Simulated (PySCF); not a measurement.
H₆N₂OSn, SMILES [NH2][SnH]([NH2])[OH].

Geometry optimised at PBE0-D3(BJ)/def2-SVP. The structure was generated by enumeration; whether it is a known compound was not checked. The def2 effective core potentials stand for the cores of Sn; spin–orbit coupling is left out. Other conformers were not sampled.

Two levels are set side by side: TDA-PBE/def2-SVPD (PySCF) and TDA-PBE0/def2-SVPD (PySCF). Vertical, same geometry. The lowest singlet is HOMO→LUMO 94 % with PBE and HOMO→LUMO 92 % with the other functional; states are paired by order. Differences are taken from unrounded values.

| quantity | TDA-PBE0 | TDA-PBE | TDA-PBE minus TDA-PBE0 |
|---|---|---|---|
| lowest singlet excitation (eV) | 5.81 | 4.91 | -0.90 |
| lowest triplet excitation (TDA) (eV) | 5.18 | 4.49 | -0.69 |
| first bright state (f over 0.05) (eV) | 5.81 | 5.86 | 0.05 |
| its oscillator strength | 0.05 | 0.06 | 0.00 |

Functionals without exact exchange tend to place singlet excitations lower, as here. Differences between two approximate levels are no errors against the true value.

Rough cost on one machine, each run with all the roots and properties that it gave: TDA-PBE0 against TDA-PBE about 2 times.
